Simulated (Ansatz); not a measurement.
System: ZrO (charge -1, doublet). SMILES: [O]=[Zr-]

Atoms: Zr1, O2. Bonds: Zr1-O2.

Bond lengths (Å) and angles (degrees) optimised at HF/3-21G with Ansatz (a first-principles code); B3LYP/LANL2DZ with Ansatz; B3LYP/6-31G* with LANL2DZ past Ar with Ansatz, each started from the B3LYP-D3(BJ)/def2-TZVP structure (Ansatz) of the last column. A row stands for all coordinates that are equal there. 6-31G* holds six Cartesian d functions.

```
coordinate  HF/3-21G  B3LYP/LANL2DZ  B3LYP/6-31G* with LANL2DZ past Ar  B3LYP-D3(BJ)/def2-TZVP
----------  --------  -------------  ---------------------------------  ----------------------
Zr1-O2         1.753          1.808                              1.787                   1.768
```

Mean signed difference of all 1 bond lengths from B3LYP-D3(BJ)/def2-TZVP: HF/3-21G -0.016 Å, B3LYP/LANL2DZ 0.039 Å, B3LYP/6-31G* with LANL2DZ past Ar 0.019 Å.
